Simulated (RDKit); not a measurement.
RDKit input (UFF):

```python
from rdkit import Chem
from rdkit.Chem import AllChem, rdDetermineBonds

mol = Chem.MolFromXYZFile('mol.xyz')
rdDetermineBonds.DetermineBonds(mol, charge=0)
print('SMILES', Chem.MolToSmiles(Chem.RemoveHs(mol)))
ff = AllChem.UFFGetMoleculeForceField(mol)
e0 = ff.CalcEnergy()
flag = ff.Minimize(maxIts=5000, forceTol=1e-5)
print(f'energy {e0:.4f} -> {ff.CalcEnergy():.4f} kcal/mol, converged: {flag == 0}')
print(Chem.MolToXYZBlock(mol))
```
mol.xyz:
```
15

O     -0.28880500    -0.17699600     2.01089000
Si    -0.05987400    -0.03164300     0.36016600
Si     2.25730600    -0.01706400     0.00965100
Si    -0.99363800     1.96047500    -0.47717200
Si    -1.02085500    -1.83096400    -0.81479800
H     -1.19257700    -0.19954000     2.33690800
H      2.87934700    -1.27644600     0.48499800
H      2.89661800     1.12952500     0.69924900
H      2.49671400     0.11118600    -1.44984900
H     -2.44699900     2.01980000    -0.17209900
H     -0.34600500     3.15690900     0.11520200
H     -0.82270800     2.00470000    -1.95089200
H     -0.84870300    -1.61653200    -2.27336200
H     -0.39108100    -3.12234100    -0.44396400
H     -2.47530000    -1.92255100    -0.52316500
```

Output:

```
SMILES O[Si]([SiH3])([SiH3])[SiH3]
energy 9.9196 -> -2.2657 kcal/mol, converged: True
15

O     -0.291664   -0.176878    2.008648
Si    -0.032298   -0.028158    0.318553
Si     2.158481   -0.006512   -0.100999
Si    -0.939550    1.871901   -0.421362
Si    -0.965593   -1.754366   -0.744450
H     -1.276452   -0.179070    2.112988
H      2.757865   -1.260863    0.377434
H      2.775068    1.134849    0.590862
H      2.371102    0.121065   -1.550175
H     -2.384579    1.857406   -0.150822
H     -0.315940    3.009935    0.269637
H     -0.708699    1.985736   -1.868881
H     -0.734564   -1.613783   -2.189589
H     -0.359128   -3.005399   -0.266322
H     -2.410609   -1.767345   -0.473760
```

The geometry given is a B3LYP-D3(BJ)/def2-TZVP minimum.
